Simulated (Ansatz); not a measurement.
Pt4Au⁺. The state is a singlet with charge 1. Geometry r2SCAN-D4/def2-SVP.

```csv
atom,x (Å),y (Å),z (Å)
Pt1,0.249,0.728,0.980
Pt2,-0.316,-1.686,0.944
Pt3,-0.646,-0.111,-1.137
Pt4,2.001,-0.961,1.457
Au5,-1.288,2.029,-2.245
```

In the def2 sets Au, Pt take a core potential; there is no spin–orbit coupling. At HF/def2-TZVP the restricted singlet is unstable: a solution with broken spin symmetry lies lower. The restricted singlet is unstable towards broken spin symmetry in Hartree–Fock (as tested in another run); at PBE-D4/def2-SVP, PBE-D4/def2-TZVP, r2SCAN-D4/def2-TZVP, BHLYP-D4/def2-TZVP this wasn't settled. At PBE-D4/def2-SVP, PBE-D4/def2-TZVP an occupied level lies above an empty one. Another isomer (singlet) lies 0.54 eV lower at PBE0-D4/def2-TZVP; other spin states weren't run for this one.

(1) Estimate the orbital energies around the gap (eV) in Ansatz with HF/def2-TZVP, PBE-D4/def2-SVP, PBE-D4/def2-TZVP, r2SCAN-D4/def2-TZVP, BHLYP-D4/def2-TZVP.

Answers

(1) 
```csv
orbital,HF/def2-TZVP,PBE-D4/def2-SVP,PBE-D4/def2-TZVP,r2SCAN-D4/def2-TZVP,BHLYP-D4/def2-TZVP
HOMO−5,-14.25,-10.53,-10.48,-10.58,-12.63
HOMO−4,-14.17,-10.36,-10.31,-10.42,-12.44
HOMO−3,-13.90,-10.33,-10.28,-10.39,-12.39
HOMO−2,-13.89,-10.26,-10.22,-10.33,-12.12
HOMO−1,-13.54,-10.11,-10.07,-10.16,-12.01
HOMO,-12.01,-10.01,-9.97,-10.02,-11.31
LUMO,-4.64,-10.02,-9.97,-9.91,-7.79
LUMO+1,-4.45,-9.84,-9.80,-9.67,-7.59
LUMO+2,-4.22,-8.77,-8.77,-8.56,-6.83
LUMO+3,-3.50,-8.28,-8.29,-8.05,-6.19
LUMO+4,-2.99,-7.20,-7.25,-6.97,-5.30
LUMO+5,-1.90,-5.29,-5.51,-5.21,-3.92
```
